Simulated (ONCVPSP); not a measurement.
**What one change does to a pseudopotential (Pt (Z = 78), ONCV)**

| Quantity | Value |
| --- | --- |
| Element | Pt |
| Generator | ONCVPSP 4.0.1 |
| Type | optimised norm-conserving Vanderbilt (ONCV) |
| Functional | PBE |
| Relativity | fully relativistic |
| Frozen core | [Kr] 4d10 4f14 5s2 |
| Valence charge | 16 |
| Reference configuration | 5p6 5d9 6s0.5 (charge +0.5) |
| Partial waves | 6s: rc 2.05 bohr, ncon 4, nbas 8, qcut 2.6 1/bohr, 2 projectors, debl 2.9 Ha; 5p: rc 1.60 bohr, ncon 5, nbas 9, qcut 6.9 1/bohr, 2 projectors, debl 0.5 Ha; 5d: rc 2.15 bohr, ncon 5, nbas 9, qcut 8.4 1/bohr, 2 projectors, debl 0.8 Ha |
| Local potential | polynomial inside 1.05 bohr (lpopt 5, dvloc0 0 Ha) |
| Core correction | polynomial model core, fcfact 0.65 |

Open shells are filled in proportion to 2j + 1.

In the p channel the program set the typed energies aside and used -2.056, 0.250 Ha (j = l + 1/2; the other j can differ).

All-electron outer shells of the reference configuration (PBE, scalar-relativistic, ld1.x):

| shell | level (eV) | outermost node (bohr) | outermost maximum (bohr) |
| --- | --- | --- | --- |
| 4f | -74.01 | – | 0.38 |
| 5p | -60.01 | 0.53 | 0.98 |
| 5d | -10.08 | 0.57 | 1.26 |
| 6s | -9.16 | 1.14 | 2.35 |

Change: all radii but the core radius scaled by about 0.95 (s 1.94, p 1.52, d 2.04 bohr); local potential polynomial inside 1.00 bohr (lpopt 5, dvloc0 0 Ha).

Cutoffs: the cutoffs (Ha) at which the residual kinetic energy of the hardest occupied pseudo-wave falls to 1 and 0.1 mHa per electron; they do not see the model core or the augmentation charge, which bear on the density cutoff. Errors are all-electron minus pseudo energies relative to the spin-unpolarised reference configuration.

**Question.** How do hardness, ghosts and transferability respond?

**Answer.** The potential gets harder (21 Ha and 85 Ha → 27 Ha and 103 Ha); both files keep a bound ghost (s); of the 4 tests that both files solve, the error grows in 0 and shrinks in 1 by more than 15 % and 0.3 meV (median size 1.9 → 1.5 meV). A smaller radius makes the pseudo-wave follow the all-electron one further in, where it bends more sharply, so more plane waves are needed.

| quantity | base | changed |
| --- | --- | --- |
| cutoff, loose | 21 Ha | 27 Ha |
| cutoff, tight | 85 Ha | 103 Ha |
| loose cutoff by channel | s 6.8 Ha, p 21 Ha, d 20 Ha | s 7.6 Ha, p 27 Ha, d 20 Ha |
| bound ghosts | s | s |
| GHOST(+) flags under 300 eV | s at 88.0 eV | s at 75.1 eV, p3/2 at 287.3 eV |
| error for 5p6 5d9 6s1, meV [ΔE -3.70 eV] | -2.5 | -2.4 |
| error for 5p6 5d9 6s0, meV [ΔE 5.51 eV] | -3.3 | -3.2 |
| error for 5p6 5d8 6s0, meV [ΔE 25.49 eV] | +1.2 | +0.7 |
| error for 5p6 5d9.5 6s0.5, meV [ΔE -3.84 eV] | -0.3 | -0.3 |
| rms error of d²Exc/dni dnj with the model core, mHa | 2.68 | 2.64 |

 A true bound ghost makes a file unfit for plane-wave use even where its test errors are small: the radial tests pick states by their node count and pass the ghost by.
